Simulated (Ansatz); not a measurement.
`[SH][AlH][Br]` + H• → `[SH][Al][Br]`• + H₂ at 600 K and 1 bar (hydrogen abstraction from the Al–H bond).

Program: Ansatz. Geometries: PBE0-D4/def2-TZVP. ΔE: electronic, gas phase. CBS: MP2 limit from def2 TZ/QZ plus the TZ coupled-cluster correction, frozen cores. This one scheme is used for every species, atoms too. Open shells (•) are unrestricted, without spin–orbit coupling. For Br outer-core shells are correlated without core-valence functions, so the limit isn't a true one: a few kJ/mol of doubt a bond, and 10 to 20 or more in all where bonds break to atoms. Scalar relativity is left out up to krypton. Each species was taken in one conformer, which may not be the lowest.

```csv
species,CCSD(T)/CBS energy (Eh),H − E (kJ/mol),S (J/(mol·K))
`[SH][AlH][Br]`,-3214.41891,86.8,372.4
H•,-0.50000,12.5,129.3
`[SH][Al][Br]`•,-3213.77962,63.3,365.2
H₂,-1.17544,43.9,150.8
```

H − E and S are ideal-gas, rigid-rotor, harmonic terms from PBE0-D4/def2-TZVP, for one conformer and one mirror image of each species, with the whole ground term of open shells counted as degenerate. The MP2-based limit puts H₂ 0.8 mEh under its directly extrapolated value; such offsets cancel only in part. 1 Eh = 2625.50 kJ/mol, R = 8.31446 J/(mol·K).

By hand: ΔE, ΔH, ΔS and ΔG.

ΔE = (-3213.77962) + (-1.17544) − (-3214.41891) − (-0.50000) = -0.03615 Eh = -94.9 kJ/mol. Δ(H − E) = 63.3 + 43.9 − 86.8 − 12.5 = 7.9, so ΔH = -87.0 kJ/mol. ΔS = 365.2 + 150.8 − 372.4 − 129.3 = 14.3 J/(mol·K). ΔG = -87.0 − 600 × (14.3)/1000 = -95.6 kJ/mol.

By hand: the equilibrium constant, and the temperature at which ΔG would vanish if ΔH and ΔS stayed fixed.

log₁₀ K = −ΔG/(RT ln 10) = 8.3. ΔH and −TΔS have one sign here, so there is no such temperature.

The number of gas molecules stays the same, so ΔS is small and ΔH decides. A doubt of 5 kJ/mol in ΔE shifts log₁₀ K by 0.4 here. Other conformers and mirror images would add mixing entropy, several J/(mol·K) or more a flexible species. These are equilibria of isolated gas molecules and say nothing of rates. Largest T1 diagnostic: 0.012 (customary marks: 0.02 for closed shells, 0.045 for open ones).
